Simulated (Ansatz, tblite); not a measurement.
Removing and adding an electron: Si₃Ni (the lowest singlet isomer of a short search). The state is a singlet with charge 0. Geometry: r2SCAN-D4/def2-SVP. Ansatz, gas phase; energy differences of separate SCF runs; the oxidised species was run as a doublet alone; the reduced species was run as a doublet alone.

Cartesian coordinates in Å:
```
Ni -0.421 0.722 0.786
Si 0.450 -0.773 -0.841
Si 1.337 -0.430 1.169
Si -1.366 0.480 -1.114
```

The xTB rows come from tblite. The structure comes from a short search, and lower isomers may exist.

Estimate orbital energies and vertical ionisation energies and electron affinities at: GFN1-xTB; GFN2-xTB; PBE-D4/def2-TZVP; PBE-D4/def2-TZVPD; r2SCAN-D4/def2-TZVP; r2SCAN-D4/def2-TZVPD; PBE0-D4/def2-TZVP; PBE0-D4/def2-TZVPD.


| level | −HOMO (eV) | vertical IE (eV) | −LUMO (eV) | vertical EA (eV) | HOMO–LUMO gap (eV) | IE − EA (eV) | remarks |
| --- | --- | --- | --- | --- | --- | --- | --- |
| GFN1-xTB | 9.25 | 11.57 | 8.16 | 6.36 | 1.09 | 5.21 | – |
| GFN2-xTB | 8.10 | 10.75 | 7.05 | 4.44 | 1.04 | 6.31 | – |
| PBE-D4/def2-TZVP | 4.86 | 7.51 | 3.81 | – | 1.05 | – | – |
| PBE-D4/def2-TZVPD | 4.89 | – | 3.84 | 1.67 | 1.05 | – | HOMO above zero (-1 doublet) |
| r2SCAN-D4/def2-TZVP | 5.04 | 7.49 | 3.74 | – | 1.30 | – | – |
| r2SCAN-D4/def2-TZVPD | 5.06 | – | 3.76 | 1.75 | 1.30 | – | HOMO above zero (-1 doublet) |
| PBE0-D4/def2-TZVP | 5.92 | 7.33 | 3.07 | – | 2.84 | – | – |
| PBE0-D4/def2-TZVPD | 5.94 | – | 3.10 | 1.68 | 2.83 | – | – |

   A HOMO above zero means that the electron is unbound at that level or that self-interaction error raises the level; the energy of removing that electron tells which. Raw xTB energy differences between charge states are shifted by several eV; the methods need an empirical correction for them.
